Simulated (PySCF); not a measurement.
Vertical excitations of a molecule C₂H₇FSi₂ from PySCF with TDDFT-PBE0/def2-SVPD, as energy in eV (oscillator strength): 5.70 (0.005), 6.30 (0.356), 6.73 (0.000), 6.81 (0.006), 7.24 (0.004), 7.50 (0.067), 7.52 (0.001), 7.55 (0.000), 7.82 (0.029), 8.06 (0.005). Lowest triplet (TDA): 3.85 eV. The structure is a stationary point at PBE0-D3(BJ)/def2-SVP. Other conformers were not sampled.

Question: Pick the molecule that these values belong to.
(A) F[SiH2]/C=C\[SiH3]
(B) F[Si@@H]1CC[SiH2]1
(C) F[SiH]1C[SiH2]C1
(D) FC=C([SiH3])[SiH3]

Answer: A, F[SiH2]/C=C\[SiH3]
